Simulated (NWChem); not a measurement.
# Dipole moment of GeS

```
Ge
S 1 2.0180
```
Charge 0, spin multiplicity 1.

All runs are NWChem calculations. The geometry was optimised at PBE0/def2-SVP, a minimum by its harmonic frequencies.

Basis set: def2-SVPD. The CCSD dipole comes from the Λ equations, without orbital relaxation.

```csv
method,dipole moment (D),difference from CCSD
B3LYP,2.23,+0.30
HF,2.83,+0.90
CCSD,1.93,0.00
PBE0,2.27,+0.34
PBE,2.03,+0.10
```

The values span 0.90 D, from CCSD (lowest) to HF (highest). 

The Hamiltonian is non-relativistic. The correlated methods keep 14 core orbitals frozen. B3LYP has NWChem's definition, with VWN1-RPA local correlation. The structure started from a generated list of species. Differences from the coupled-cluster row are differences between methods, not errors against experiment.
